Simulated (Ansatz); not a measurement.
Frontier orbitals of C2H6BCl2N, SMILES `CN(C)B(Cl)Cl`.

```xyz
12

C     0.294   -0.391   -1.282
N    -0.111   -0.063    0.068
C     0.721    0.965    0.659
B    -1.176   -0.665    0.723
Cl   -1.624   -0.221    2.375
Cl   -2.157   -1.916   -0.052
H     0.239    0.497   -1.921
H     1.330   -0.748   -1.291
H    -0.346   -1.163   -1.699
H     0.675    1.880    0.059
H     1.764    0.635    0.691
H     0.393    1.191    1.670
```

The species carries charge 0 and has multiplicity 1. All single points use the PBE0-D4/def2-TZVP geometry. It is one conformer, not always the lowest. Basis def2-TZVPP, Ansatz 0.2.0.

| functional | HOMO (eV) | LUMO (eV) | gap (eV) |
| --- | --- | --- | --- |
| PBE | -6.26 | -0.74 | 5.52 |
| BLYP | -6.13 | -0.57 | 5.56 |
| B97M-V | -6.61 | -0.33 | 6.28 |
| PBE0 | -7.54 | 0.22 | 7.76 |
| r2SCANh | -6.99 | -0.09 | 6.90 |
| HSE06 (plane-wave form) | -7.14 | -0.16 | 6.98 |
| LC-ωPBE | -10.25 | 2.48 | 12.73 |
| ωB97M-V | -9.78 | 2.19 | 11.97 |
| HF | -10.65 | 3.28 | 13.93 |

A quarter of exact exchange (PBE0) shifts PBE's HOMO by −1.28 eV and its LUMO by +0.95 eV; full exchange at long range (ωB97M-V) shifts them by −3.52 and +2.93 eV. The gap opens from 5.52 to 11.97 eV, since occupied levels lose self-interaction and empty ones feel all the electrons. A positive LUMO is unbound and depends on the basis.

LC-ωPBE has ω = 0.4 bohr⁻¹.
